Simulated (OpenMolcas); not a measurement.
# What dynamic correlation does to the levels of Os⁵⁺

- Program: OpenMolcas
- Basis: ANO-RCC-VQZP [9s8p6d4f3g2h]
- Scalar Hamiltonian: DKH2, point nucleus
- Active space: 9 electrons in 8 orbitals (RAS1 5p, at most 2 holes; RAS2 5d)
- State averaging: 2S+1 = 4 even, 10 roots; 2S+1 = 2 even, 40 roots
- Spin-orbit coupling: state interaction with AMFI integrals over the reference wave functions, term energies averaged over their components

Methods on the same reference wave functions:
A. RASSCF
B. SS-RASPT2, IPEA 0.25 Eh, imaginary shift 0.1 Eh (closed shells correlated: 5s)
C. MS-RASPT2, IPEA 0.25 Eh, imaginary shift 0.1 Eh (closed shells correlated: 5s)

Energies in cm-1 above 5d3 4F 3/2, the measured ground level; measured values from the list in Brasseur, Palmeri and Quinet, Atoms 13, 11 (2025).

| Level | A | B | C | Measured |
| --- | --- | --- | --- | --- |
| 5d3 4F 3/2 | 0.0 | 0.0 | 0.0 | 0.0 |
| 5d3 4F 5/2 | 6305 | 6560 | 6530 | 6397 |
| 5d3 4F 7/2 | 11687 | 11690 | 11660 | 11444 |
| 5d3 4F 9/2 [56 %] | 15631 | 14980 | 14940 | 14678 |
| 5d3 4P 1/2 [67 %] | 18866 | 17280 | 17250 | 16772 |
| 5d3 2G 7/2 | 25309 | 23480 | 23450 | 22920 |
| 5d3 2H 9/2 [56 %] | 26526 | 24590 | 24560 | 24028 |
| 5d3 4P 5/2 | 26691 | 25560 | 25580 | 24828 |
| 5d3 2P 1/2 [67 %] | 31881 | 29510 | 29480 | 28860 |
| 5d3 2H 11/2 | 35983 | 32890 | 32860 | 32156 |
| 5d3 2D 5/2(1) | 37457 | 35870 | 35620 | 34418 |
| 5d3 2G 9/2 [55 %] | 40047 | 37840 | 37810 | 37019 |
| 5d3 2P 3/2 [55 %] | 43210 | 40890 | 40960 |  |
| 5d3 2F 5/2 | 45174 | 41000 | 40920 | 39601 |
| 5d3 2F 7/2 | 45867 | 41680 | 41650 | 40447 |
| 5d3 2D 3/2(2) | 66078 | 62070 | 61860 |  |
| 5d3 2D 5/2(2) | 66383 | 62440 | 62610 | 61005 |

Deviations, from unrounded energies. A percentage is the sum of absolute deviations over the sum of measured energies, with the sign that they share, or ± where signs differ.

```
                        Against measurement  Levels      A     B     C
             mean absolute deviation (cm-1)      14   2800   770   740
      fine structure of the ground term (%)       3   ±4.0  +2.2  +1.9
other terms of the ground configuration (%)      11  +10.5  +2.8  +2.7
```

B, C lie about equally close to measurement and A furthest from it. The largest miss of C in the table is 5d3 2D 5/2(2), by +1600 cm-1. The ranking rests on the paired levels alone, and a cruder setting can come out closer through cancelling errors.

Between B and C the level of the table that moves most is 5d3 2D 5/2(1), by 250 cm-1 (lowest in C, highest in B). Moves below CASPT2's spread within the term are not significant.

The mean deviations of B to C differ by less than CASPT2's widest spread within a term (1100 cm-1), so their order carries little weight.

From A to B the spin-free energies of the other terms of 5d3 shown, above 4F, scale by factors of 0.82 to 0.91, as is usual when dynamic correlation screens the repulsion within a d or f shell.

The lowest spin-free term lies below A's lowest term by 0.239 hartree in B, 0.239 hartree in C.

CASPT2 does not keep the components of a term degenerate, so their means are used; among the terms shown or strongly mixed into the levels shown the widest spread is 1100 cm-1 (5d3 4F, C). Active for correlation alone: 5p; no level in the range computed is led by a configuration that opens it, so any true level of that kind is missing. Without dynamic correlation excited terms often stand tens of per cent too high (terms of higher spin than the ground term too low), and those without a measured partner can miss by more than the paired ones (holds for A). Computed and measured levels are paired by configuration, term and J; levels that our copy of the source lacks, or whose pairing is in doubt (as where it misses far off the trend of its configuration), stay unpaired and out of the deviations. Levels of configurations outside the active space are missing. The table leaves out levels that lie high or whose names do not pair safely across all columns.

A share in square brackets marks a mixed level and gives the weight of the term that names it, the lowest over the columns. A number in round brackets counts repeated terms of one configuration in the order of the reference energies.
